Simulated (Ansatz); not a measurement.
Ansatz (an electronic-structure program) input:

Ansatz 0.2 input:
```yaml
crystal:
  periodic: [false, false, false]
  atoms:
    - {symbol: In, position_ang: [-0.00000000, -0.00000000, -2.01643958]}
    - {symbol: O, position_ang: [0.00000000, 0.00000000, 0.00000000]}
    - {symbol: In, position_ang: [0.00000000, 0.00000000, 2.01643958]}
basis:
  gaussian:
    orbitals: def2-TZVP
hamiltonian:
  xc: b3lyp
  dispersion: d3bj
phonons: {temperatures: {t_min: 298.15, t_max: 298.15, t_step: 100}}
```

Predict the final energy.

-455.76425 Eh (B3LYP-D3(BJ)/def2-TZVP). The basis has 131 functions. The run takes about 40 core-seconds (a rough figure).
